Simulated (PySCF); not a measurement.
## MoBr₂: calculation against measurement

Isolated MoBr₂, optimised in PySCF with density fitting and no spin–orbit coupling; def2 sets carry scalar-relativistic core potentials from Rb on. All levels below give a quintet of C2v symmetry: PBE0/def2-TZVP Mo–Br 2.409 Å (×2), Br–Mo–Br 131.5°; B3LYP/def2-TZVP Mo–Br 2.429 Å (×2), Br–Mo–Br 132.2°; PBE/def2-TZVP Mo–Br 2.410 Å (×2), Br–Mo–Br 130.6°; PBE0/def2-SVP Mo–Br 2.420 Å (×2), Br–Mo–Br 131.9°.

Formally Mo is in oxidation state +2, d4, with 4 unpaired electrons (the high-spin count). The Mulliken spin on Mo is 4.05. The polar-tensor charge on Mo, 1.10, is far below the formal one.

**Question.** The tabulated gas-phase entropy at 298.15 K and 1 bar is 320.95 J/(mol K) (Chase, 1998, NIST Chemistry WebBook). What do rigid-rotor harmonic-oscillator sums give?

**Answer.** PBE0/def2-TZVP 340.3, B3LYP/def2-TZVP 340.6, PBE/def2-TZVP 340.7, PBE0/def2-SVP 340.8 J/(mol K). Only the spin multiplicity enters the electronic part, so orbital degeneracy and low-lying levels are missing. Tables of this kind often rest on estimated structures and frequencies for high-temperature species, so a gap need not be the fault of the calculation.

**Question.** ΔfH°(298 K) is 167.36 kJ/mol (Chase, 1998, NIST Chemistry WebBook), and for the gaseous atoms Mo 659.0, Br 111.8 kJ/mol (tabulated in the package mendeleev). Compare the atomisation enthalpy with the calculations.

**Answer.** From the tables it is 659.0 + 2 × 111.8 − (167.4) = 715 kJ/mol. To a computed De one adds −ZPE (-3.6), the atoms' spin–orbit lowering from NIST levels (-29.4) and the thermal terms (4.1), all taken at PBE0/def2-TZVP.
| level | De (kJ/mol) | ΔatH°(298 K) | computed − tabulated |
| --- | --- | --- | --- |
| PBE0/def2-TZVP | 650 | 621 | -95 |
| B3LYP/def2-TZVP | 653 | 624 | -92 |
| PBE/def2-TZVP | 685 | 656 | -59 |
| PBE0/def2-SVP | 650 | 621 | -95 |

 Open d and f shells are described by one determinant, and the ground state may have another occupation or spin.
